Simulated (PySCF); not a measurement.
Sn(Cl)2 cation (Cl2Sn), SMILES [Sn]([Cl])[Cl] (connectivity only; charge and spin as stated), charge +1, multiplicity 2.

Coordinates come from a B3LYP-D3(BJ)/def2-TZVP optimisation. The spin state was assumed, not searched. The isomer is the one that the SMILES or the coordinates give; other isomers of the formula were not compared. The def2 effective core potentials stand for the cores of Sn; spin–orbit coupling is left out.

These are IEF-PCM-B3LYP/def2-SVP (PySCF 2.14.0) values and carry that method's errors.

The values are the electrostatic part of the solvation free energy, E(continuum) − E(gas) at the gas-phase geometry, in a cavity of scaled van der Waals radii (PySCF's table); cavitation and dispersion terms are not included. A continuum can't describe solvent molecules that bind to the metal.

Estimate the values in water (ε = 78.36), tetrahydrofuran (ε = 7.43), cyclohexanone (ε = 15.62). (An estimate is asked for; the answer gives what the named calculation found.)


| solvent | ε | ΔG(elec) (kcal/mol) |
|---|---|---|
| water | 78.36 | -59.9 |
| tetrahydrofuran | 7.43 | -52.1 |
| cyclohexanone | 15.62 | -56.6 |
